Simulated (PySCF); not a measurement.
## Correlation energy of Ag²⁺ (silver, charge +2)

[Kr] 4d8 5s1, high-spin 4F determinant (an excited configuration). Computed with PySCF 2.14 in def2-QZVPPD with the def2 core potential (28 electrons) (7s5p4d4f2g, 88 functions), with a scalar-relativistic core potential. Frozen: 4s2 4p6; 9 electrons correlated.

```csv
level,correlation energy (mhartree)
CCSD,-262.62
(T),-7.21
CCSD(T),-269.83
```

Diagnostics: T1 = 0.0062, D1 = 0.0253, largest double amplitude 0.013.

Is a single reference adequate?

Yes, within this model without spin-orbit coupling: T1 lies below 0.03 and no double amplitude reaches 0.07.
